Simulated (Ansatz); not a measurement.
`SC[SiH]1CN1` and `BN[SiH]1CN1` differ in one atom or group.

Ansatz, PBE0-D4/def2-TZVP geometries, multiplicity 1. Each molecule was computed in one conformer, which needn't be the lowest.

```tsv
property	`SC[SiH]1CN1`
size of the dipole moment (ωB97M-V/def2-TZVPP) / D	1.40
HOMO–LUMO gap (PBE0/def2-TZVPP) / eV	6.53
LUMO energy (PBE/def2-TZVPP) / eV	-0.89
HOMO energy (ωB97M-V/def2-TZVPP) / eV	-8.75
size of the dipole moment (PBE/def2-TZVPP) / D	1.30
HOMO energy (B3LYP/def2-TZVPP) / eV	-6.33
```

Question: What does the change do to each property? (Estimate.)

Answer: The calculation gave: 
```json
{"property": "size of the dipole moment (ωB97M-V/def2-TZVPP) / D", "`BN[SiH]1CN1`": "0.97", "shift": "-0.43"}
{"property": "HOMO–LUMO gap (PBE0/def2-TZVPP) / eV", "`BN[SiH]1CN1`": "6.56", "shift": "0.03"}
{"property": "LUMO energy (PBE/def2-TZVPP) / eV", "`BN[SiH]1CN1`": "-1.28", "shift": "-0.39"}
{"property": "HOMO energy (ωB97M-V/def2-TZVPP) / eV", "`BN[SiH]1CN1`": "-9.16", "shift": "-0.41"}
{"property": "size of the dipole moment (PBE/def2-TZVPP) / D", "`BN[SiH]1CN1`": "1.26", "shift": "-0.04"}
{"property": "HOMO energy (B3LYP/def2-TZVPP) / eV", "`BN[SiH]1CN1`": "-6.64", "shift": "-0.31"}
```

Dipoles are sizes alone; their direction can turn.

B3LYP here is the variant with VWN-RPA as its local correlation; programs differ in this.
